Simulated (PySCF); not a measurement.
**Electron correlation in V²⁺ (vanadium, charge +2)**

[Ar] 3d2 4s1, high-spin 4F determinant (an excited configuration). All numbers are calculated (PySCF 2.14, the non-relativistic Hamiltonian (point nucleus), in def2-TZVPPD (6s6p4d2f1g, 67 functions)). Frozen: [Ne]; 11 electrons correlated.

| level | correlation energy (mhartree) |
| --- | --- |
| CCSD | -292.75 |
| (T) | -5.91 |
| CCSD(T) | -298.66 |

Diagnostics: T1 = 0.0062, D1 = 0.0214, largest double amplitude 0.029.

Cost of the coupled-cluster step: of the order of 16 core-seconds, for 11 correlated electrons.

Iterations:

```
CC2 = 0
CCSD nocc = (np.int64(7), np.int64(4)), nmo = (62, 62)
frozen orbitals [[0, 1, 2, 3, 4], [0, 1, 2, 3, 4]]
max_cycle = 100
direct = 0
conv_tol = 1e-08
conv_tol_normt = 1e-06
diis_space = 8
diis_start_cycle = 0
Init t2, MP2 energy = -0.266724877115114
Init E_corr(UCCSD) = -0.266724877115632
cycle = 1  E_corr(UCCSD) = -0.287483206121514  dE = -0.020758329  norm(t1,t2) = 0.032218
cycle = 2  E_corr(UCCSD) = -0.291585680851373  dE = -0.00410247473  norm(t1,t2) = 0.00826882
cycle = 3  E_corr(UCCSD) = -0.292801182293748  dE = -0.00121550144  norm(t1,t2) = 0.00286906
cycle = 4  E_corr(UCCSD) = -0.292760352768235  dE = 4.08295255e-05  norm(t1,t2) = 0.00046867
cycle = 5  E_corr(UCCSD) = -0.292738391996471  dE = 2.19607718e-05  norm(t1,t2) = 0.000208961
cycle = 6  E_corr(UCCSD) = -0.292746643616231  dE = -8.25161976e-06  norm(t1,t2) = 6.43145e-05
cycle = 7  E_corr(UCCSD) = -0.292746564120995  dE = 7.94952364e-08  norm(t1,t2) = 8.78624e-06
cycle = 8  E_corr(UCCSD) = -0.292746470982824  dE = 9.3138171e-08  norm(t1,t2) = 2.15838e-06
cycle = 9  E_corr(UCCSD) = -0.292746494739435  dE = -2.3756611e-08  norm(t1,t2) = 5.39501e-07
cycle = 10  E_corr(UCCSD) = -0.292746494975874  dE = -2.36439146e-10  norm(t1,t2) = 1.10974e-07
UCCSD converged
E(UCCSD) = -942.2592977804632  E_corr = -0.2927464949758739
UCCSD(T) correction = -0.00591062266081247
```

This basis was not built for core-valence correlation, so the inner-shell part is incomplete.
